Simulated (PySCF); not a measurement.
## Orbital picture of KSn

PBE0 at R = 3.292 Å; PySCF, scalar-relativistic core potentials, basis sets K def2-SVP, Sn def2-SVP with ECP28. State: ⁴Σ⁻ (quartet), unpaired electrons σ ↑, π ↑↑. Only the outer orbitals are listed, counted within each symmetry, core potentials removing the inner ones.

| spin | orbital | occ. | ε (eV) | on K (%) | main shells (%) |
| --- | --- | --- | --- | --- | --- |
| α | 4π | 1 | -21.87 | 100 | 100 K p |
| α | 4π | 1 | -21.87 | 100 | 100 K p |
| α | 8σ | 1 | -21.84 | 100 | 100 K p |
| α | 9σ | 1 | -10.80 | 3 | 97 Sn s |
| α | 10σ | 1 | -4.07 | 25 | 74 Sn p, 22 K s |
| α | 5π | 1 | -3.66 | 8 | 92 Sn p |
| α | 5π | 1 | -3.66 | 8 | 92 Sn p |
| α | 11σ | 0 | -1.60 | 89 | 65 K s, 23 K p, 11 Sn p |
| α | 6π | 0 | 0.05 | 96 | 94 K p |
| α | 6π | 0 | 0.05 | 96 | 94 K p |
| β | 4π | 1 | -21.82 | 100 | 100 K p |
| β | 4π | 1 | -21.82 | 100 | 100 K p |
| β | 8σ | 1 | -21.76 | 100 | 100 K p |
| β | 9σ | 1 | -8.66 | 5 | 95 Sn s |
| β | 10σ | 0 | -1.61 | 75 | 72 K s, 24 Sn p |
| β | 5π | 0 | -0.56 | 25 | 75 Sn p, 22 K p |
| β | 5π | 0 | -0.56 | 25 | 75 Sn p, 22 K p |

Which are the highest filled and the lowest empty level, where do they sit, and how wide is the gap?

Highest filled α 5π at -3.66 eV (in %: 92 Sn p); lowest empty β 10σ at -1.61 eV (in %: 72 K s, 24 Sn p); the gap at PBE0 is 2.05 eV.

- bond order (Mayer): 0.79
- ⟨S²⟩: 3.752
- charge on K (Mulliken, basis-dependent): 0.52
- charge on K (Löwdin, basis-dependent): 0.34
- dipole moment (positive dipole means K(−)Sn(+)): -9.67 D
- polarisability along the bond: 202.9 bohr³
- polarisability across the bond: 92.8 bohr³

Spin–orbit coupling is left out. The state was picked by a PBE0 search and need not be the measured ground state.
